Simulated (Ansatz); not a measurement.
Reaction (substitution at a C–Si bond): `O=C[SiH2]Br` + `[SiH3][TeH]` → `O=C[Te][SiH3]` + `[SiH3]Br`

Program: Ansatz. Geometries: PBE0-D4/def2-TZVP. ΔE: electronic, gas phase. CBS: MP2 limit from def2 TZ/QZ plus the TZ coupled-cluster correction, frozen cores. Functionals use def2-TZVPP. B3LYP here is the variant with VWN-RPA as its local correlation; programs differ in this. def2 core potentials past Kr. For Br, Te outer-core shells are correlated without core-valence functions, which leaves a few kJ/mol of doubt a bond. Scalar relativity is left out up to krypton. One conformer a species, not always the lowest.

Is it downhill or uphill in electronic energy at CCSD(T)/CBS, and by how much? (An estimate is asked.)

Computed: Downhill: ΔE = -18.0 kJ/mol.

What do these levels give: PBE-D4, r2SCAN-D4, PBE, B3LYP, MP2/CBS(def2), CCSD/CBS(def2)? (Estimate.)

Computed: PBE-D4 -32.5, r2SCAN-D4 -30.7, PBE -31.6, B3LYP -21.8, MP2/CBS(def2) -24.8, CCSD/CBS(def2) -11.7 kJ/mol.

Largest T1 diagnostic among the species: 0.016.

From PBE to PBE0 (25 % exact exchange), in def2-TZVPP and without D4, ΔE moves by +10.6 kJ/mol. In def2-TZVPP, CCSD(T) changes the Hartree–Fock value by −17.6 kJ/mol (the triples alone add −6.4 kJ/mol) and MP2 by −24.4 kJ/mol.
